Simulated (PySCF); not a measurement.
Se(Me)(GeH3), SMILES C[Se][GeH3] (CH6GeSe) at its B3LYP/def2-SVP optimised geometry (Å):

```
9

Se     0.1064     1.1458     0.0000
C     -1.8505     0.8578    -0.0011
H     -2.3067     1.8571     0.0007
H     -2.1655     0.3144     0.8997
H     -2.1650     0.3178    -0.9041
Ge     0.7663    -1.1332     0.0000
H      2.3067    -1.1332     0.0000
H      0.2324    -1.8571     1.2566
H      0.2323    -1.8571    -1.2565
```

Level of theory: B3LYP/def2-TZVP run with PySCF. Cells within 0.4 Å of a nucleus heavier than hydrogen are left out (blank, or x).

Map of the deformation density (molecule minus spherical neutral atoms) (e/bohr³) on the plane z = 0.0 Å:

```
|111111111111111111111111111|
|111111111111111111111111111|
|111111111111111111111111111|
|111111111111111111111111111|
|111111111111111111111111111|
|111110000011111111111111111|
|111100000000011111111111111|
|111100221000011111111111111|
|111101893100023210111111111|
|1110016941211xx200011111111|
|1110001xx2420xx100011111111|
|1110000xx232001100011111111|
|111100131011012210001111111|
|111100110000123311011111111|
|111110000000122211111111111|
|111111000000011001331011111|
|111111111000000xx1574001111|
|111111111100000xx1453001111|
|111111111110011111221111111|
|111111111110011000111111111|
|111111111111100000011111111|
|111111111111110000011111111|
|111111111111111111111111111|
|111111111111111111111111111|
|111111111111111111111111111|
|111111111111111111111111111|
|111111111111111111111111111|
```
Scale: ten equal steps from -0.013 (start of '0') to 0.095 (end of '9'), in the order '0123456789'; x runs from -4.50 to 4.50, y from -4.50 (bottom) to 4.50 (top).
